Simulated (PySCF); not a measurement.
Excitation energy of Tc by level of theory

Tc [Kr] 4d5 5s2 (6S) → Tc [Kr] 4d5 5s1 6s1 (8S), as a difference of total energies. All numbers are calculated (PySCF 2.14, a scalar-relativistic core potential, in aug-cc-pwCVDZ-PP with ECP28MDF (6s6p5d3f, 70 functions)). Correlated levels: valence: 4s2 4p6 frozen; valence and next inner shell: nothing frozen outside the core potential. The calculations carry no spin-orbit coupling.

```
                                method  excitation energy (eV)
                                   UHF                   3.264
                                   LDA                   4.726
                                   PBE                   4.292
                                  PBE0                   4.167
                                r2SCAN                   4.078
                                  MN15                   4.865
                                 B3LYP                   4.747
                                  BLYP                   4.813
                             CAM-B3LYP                   4.788
                         MP2 (valence)                   4.290
                     SCS-MP2 (valence)                   4.611
    MP2 (valence and next inner shell)                   4.422
SCS-MP2 (valence and next inner shell)                   4.619
```

Task: How much does correlation contribute at MP2 (valence and next inner shell)?

Result: 4.422 − (3.264) = 1.158 eV, measured against UHF.

The promoted electron is Rydberg-like, and one or two diffuse shells describe it only roughly, which tends to raise the upper state.
